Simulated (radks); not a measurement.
Excited configurations of Er40+: one electron is placed in a higher orbital outside [Ar] 3d9. The ground configuration is [Ar] 3d10. Calculated with a radial shooting solver on a logarithmic mesh with Libxc functionals: scalar-relativistic Kohn-Sham, BLYP, spin-polarised, spherical densities, finite nucleus; open shells are filled with parallel spins first (spin-orbit coupling, left out, can overturn this in heavy ions); Fermi nuclear charge, rms radius 5.2516 fm. Excitation = E - E(ground); binding = E(ion) - E, where the ion is the core of charge +41; n* = 41/sqrt(2 binding) in atomic units. These energies are relativistic, and a one-electron ion of charge +41 with no core already has n* below n in this formula (scalar-relativistic equation, point nucleus: 4d 3.990, 5p 4.977, 5f 4.994, 6s 5.960, 6d 5.988, 7d 6.987, 7f 6.992). The quantum defect is therefore taken as that value minus n*, so that it holds no relativistic shift of the bare ion.

outer orbital  excitation (eV)  binding (eV)  quantum defect  eigenvalue (eV)  <r> (bohr)
4d                      1525.3        1649.2           0.266          -1625.1      0.4385
5p                      2074.2        1100.4           0.418          -1087.7      0.7422
5f                      2215.7        958.89           0.110          -945.54      0.7259
6s                      2399.3        775.27           0.528          -766.96       1.085
6d                      2475.1        699.46           0.269          -691.32       1.130
7d                      2666.6        507.95           0.277          -502.14       1.582
7f                      2688.3        486.23           0.134          -480.37       1.579

The Delta-SCF ionisation energy is 3174.5 eV (NIST Atomic Spectra Database: 3157 eV, theoretical). Self-interaction in the functional shifts the binding energies and quantum defects, so they are the method's values and not measured ones. Open shells are spherical and high-spin; term and fine-structure splittings are not resolved. Spin-orbit splitting is averaged out at the scalar-relativistic level.
